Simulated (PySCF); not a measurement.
A calculated (B3LYP, PySCF 2.14, x2c-TZVPPall, scalar relativity by spin-free X2C-1e) atom or ion has these occupied shells.

```csv
shell,electrons,orbital energy (eV),"rms radius, mean of both spins (bohr)"
1s,2,-15975.0,0.0451
2s,2,-2178.1,0.187
2p,6,-1935.2,0.166
3s,2,-342.74,0.527
3p,6,-263.80,0.538
3d,10,-133.16,0.550
4s,2,-43.428,1.45
4p,6,-24.320,1.69
5s,2,-3.933,4.61
```

Question: Name the element and its charge.

Answer: Sr (strontium, neutral), in [Kr] 5s2, closed-shell 1S.
